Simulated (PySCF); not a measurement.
C3H7NOSi, SMILES [SiH3]C1=NCCO1.

Geometry: r2SCAN-D4/def2-SVP. One conformer was computed; it need not be the lowest.

These are r2SCAN/def2-TZVP in PySCF values and carry that method's errors.

Symmetry labels are those of the subgroup Cs that the program uses (full group Cs).

Computed valence orbital energies around the gap with their symmetry:
| orbital | symmetry | energy (eV) |
|---|---|---|
| HOMO−7 | A" | -10.14 |
| HOMO−6 | A" | -9.67 |
| HOMO−5 | A' | -9.00 |
| HOMO−4 | A' | -8.87 |
| HOMO−3 | A' | -8.82 |
| HOMO−2 | A" | -8.65 |
| HOMO−1 | A' | -6.83 |
| HOMO | A" | -6.20 |
| LUMO | A" | -1.12 |
| LUMO+1 | A' | 0.39 |
| LUMO+2 | A' | 0.76 |
| LUMO+3 | A' | 1.14 |
